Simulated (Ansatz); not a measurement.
Ansatz results at the PBE0-D4/def2-TZVP geometry: HOMO–LUMO gap (ωB97M-V/def2-TZVPP) 10.76 eV; LUMO energy (PBE0/def2-TZVPP) 0.64 eV; size of the dipole moment (B3LYP/def2-TZVPP) 1.26 D.

Each molecule was computed in one conformer, which needn't be the lowest.

Question: Which molecule gave them?
A. `C[O][Ge]([O]C)([O]C)[Si](Cl)(Cl)Cl`
B. `[OH][Ge]([OH])([F])[Cl]`
C. `C[NH][Ge]([NH]C)([NH]C)[O]C`
D. `[Cl][GeH]([Cl])[Cl]`

Answer: C. The others give `[OH][Ge]([OH])([F])[Cl]`: 13.01, -0.93, 1.91; `C[O][Ge]([O]C)([O]C)[Si](Cl)(Cl)Cl`: 11.31, -0.63, 1.40; `[Cl][GeH]([Cl])[Cl]`: 12.29, -1.41, 1.42.

B3LYP here is the variant with VWN-RPA as its local correlation; programs differ in this.
